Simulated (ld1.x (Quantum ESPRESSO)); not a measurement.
**What one change does to a pseudopotential (nitrogen, ultrasoft)**

```json
{
 "Element": "N",
 "Generator": "ld1.x (Quantum ESPRESSO) 7.5",
 "Type": "ultrasoft",
 "Functional": "Wu–Cohen",
 "Relativity": "scalar-relativistic",
 "Frozen core": "[He]",
 "Valence charge": "5",
 "Reference configuration": "2s2 2p3",
 "Partial waves": "2s (bound): rcut 0.60, rcutus 0.70 bohr; 2s channel at -0.25 Ry: rcut 0.60, rcutus 0.70 bohr; 2p (bound): rcut 1.70, rcutus 2.10 bohr; 2p channel at 0.45 Ry: rcut 1.70, rcutus 2.10 bohr; 3d channel at 0.1 Ry: rcut 1.60, rcutus 1.70 bohr",
 "Local potential": "all-electron potential smoothed inside 1.10 bohr (lloc = -2)",
 "Core correction": "a·sin(br)/r model core inside 0.50 bohr",
 "Augmentation charge": "PSQ, radius 0.60 bohr"
}
```

Change: all radii but the core radius scaled by about 1.15 (s 0.80, p 2.42, d 1.96 bohr, rcut 0.70/1.96/1.84); local potential all-electron potential smoothed inside 1.26 bohr (lloc = -2); augmentation PSQ, radius 0.70 bohr.

Cutoffs: the cutoffs (Ry, on a coarse ladder) from which the occupation-weighted sum of valence levels, in a spherical-Bessel basis at the reference potential, stays within 10 and 1 mRy of its value at 400 Ry; they do not see the model core or the augmentation charge, which bear on the density cutoff. Errors are all-electron minus pseudo energies relative to the spin-unpolarised reference configuration.

Problem. What does the change do?

Solution. The potential gets softer (70 Ry and 90 Ry → 50 Ry and 70 Ry); of the 7 tests that both files solve, the error grows in 4 and shrinks in 2 by more than 15 % and 0.3 meV (median size 13.3 → 13.9 meV); neither file shows a bound ghost. A larger radius leaves more room for a smooth pseudo-wave, so fewer plane waves are needed.

| quantity | base | changed |
| --- | --- | --- |
| cutoff, loose | 70 Ry | 50 Ry |
| cutoff, tight | 90 Ry | 70 Ry |
| loose cutoff by channel (10 mRy a level) | s 60 Ry, p 12 Ry | s 45 Ry, p 8 Ry |
| bound ghosts | none | none |
| error for 2s2 2p2, meV [ΔE 13.56 eV] | -4.0 | -14 |
| error for 2s2 2p1, meV [ΔE 42.38 eV] | -19 | -69 |
| error for 2s2 2p0, meV [ΔE 89.37 eV] | +4.5 | -26 |
| error for 2s1 2p4, meV [ΔE 11.43 eV] | +24 | +12 |
| error for 2s2 2p2.5, meV [ΔE 5.08 eV] | -0.7 | -2.4 |
| error for 2s1 2p3, meV [ΔE 25.27 eV] | +13 | -0.8 |
| error for 2s1 2p0, meV [ΔE 167.01 eV] | -15 | -14 |
| lowest overlap eigenvalue by channel | s 0.67, p 0.53, d 0.87 | s 0.60, p 0.24, d 0.93 |
